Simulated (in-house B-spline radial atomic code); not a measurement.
Ionisation energies along the 45-electron series, configuration [Kr] 4d9, as differences of self-consistent energies. NIST's values go from ground level to ground level; the uncertainty of those that are theory runs from under 0.1 % in few-electron ions to several per cent in heavy many-electron ones. Computed with an all-electron radial atomic-structure program (B-spline basis): non-relativistic Hartree-Fock, average of the configuration, point nuclei.

This level leaves out relativity, spin-orbit splitting included, which matters for heavy ions.

```json
{"ion": "Tb20+", "configuration after": "[Kr] 4d8", "ionisation energy (eV)": "658.4", "IE/(q+1)² (eV)": "1.4929", "-ε less Coulomb ΔSCF (eV)": "1.557", "tabulated value (eV)": "651", "computed minus tabulated (eV)": "7.4"}
{"ion": "Dy21+", "configuration after": "[Kr] 4d8", "ionisation energy (eV)": "710.1", "IE/(q+1)² (eV)": "1.4672", "-ε less Coulomb ΔSCF (eV)": "1.5588", "tabulated value (eV)": "702", "computed minus tabulated (eV)": "8.1"}
{"ion": "Ho22+", "configuration after": "[Kr] 4d8", "ionisation energy (eV)": "763.6", "IE/(q+1)² (eV)": "1.4436", "-ε less Coulomb ΔSCF (eV)": "1.5607", "tabulated value (eV)": "755", "computed minus tabulated (eV)": "8.6"}
{"ion": "Er23+", "configuration after": "[Kr] 4d8", "ionisation energy (eV)": "818.9", "IE/(q+1)² (eV)": "1.4217", "-ε less Coulomb ΔSCF (eV)": "1.5627", "tabulated value (eV)": "810", "computed minus tabulated (eV)": "8.9"}
{"ion": "Tm24+", "configuration after": "[Kr] 4d8", "ionisation energy (eV)": "875.9", "IE/(q+1)² (eV)": "1.4014", "-ε less Coulomb ΔSCF (eV)": "1.5648", "tabulated value (eV)": "866", "computed minus tabulated (eV)": "9.9"}
{"ion": "Yb25+", "configuration after": "[Kr] 4d8", "ionisation energy (eV)": "934.6", "IE/(q+1)² (eV)": "1.3826", "-ε less Coulomb ΔSCF (eV)": "1.567", "tabulated value (eV)": "924", "computed minus tabulated (eV)": "10.6"}
{"ion": "Lu26+", "configuration after": "[Kr] 4d8", "ionisation energy (eV)": "995.1", "IE/(q+1)² (eV)": "1.365", "-ε less Coulomb ΔSCF (eV)": "1.5693", "tabulated value (eV)": "985", "computed minus tabulated (eV)": "10.1"}
{"ion": "Hf27+", "configuration after": "[Kr] 4d8", "ionisation energy (eV)": "1057.3", "IE/(q+1)² (eV)": "1.3485", "-ε less Coulomb ΔSCF (eV)": "1.5716", "tabulated value (eV)": "1047", "computed minus tabulated (eV)": "10.3"}
{"ion": "Ta28+", "configuration after": "[Kr] 4d8", "ionisation energy (eV)": "1121.2", "IE/(q+1)² (eV)": "1.3332", "-ε less Coulomb ΔSCF (eV)": "1.574", "tabulated value (eV)": "1110", "computed minus tabulated (eV)": "11.2"}
{"ion": "W29+", "configuration after": "[Kr] 4d8", "ionisation energy (eV)": "1186.8", "IE/(q+1)² (eV)": "1.3187", "-ε less Coulomb ΔSCF (eV)": "1.5764", "tabulated value (eV)": "1180", "computed minus tabulated (eV)": "6.8"}
{"ion": "Re30+", "configuration after": "[Kr] 4d8", "ionisation energy (eV)": "1254.2", "IE/(q+1)² (eV)": "1.3051", "-ε less Coulomb ΔSCF (eV)": "1.5788", "tabulated value (eV)": "1242", "computed minus tabulated (eV)": "12.2"}
{"ion": "Os31+", "configuration after": "[Kr] 4d8", "ionisation energy (eV)": "1323.3", "IE/(q+1)² (eV)": "1.2923", "-ε less Coulomb ΔSCF (eV)": "1.5812", "tabulated value (eV)": "1311", "computed minus tabulated (eV)": "12.3"}
{"ion": "Ir32+", "configuration after": "[Kr] 4d8", "ionisation energy (eV)": "1394.1", "IE/(q+1)² (eV)": "1.2802", "-ε less Coulomb ΔSCF (eV)": "1.5836", "tabulated value (eV)": "1381", "computed minus tabulated (eV)": "13.1"}
```
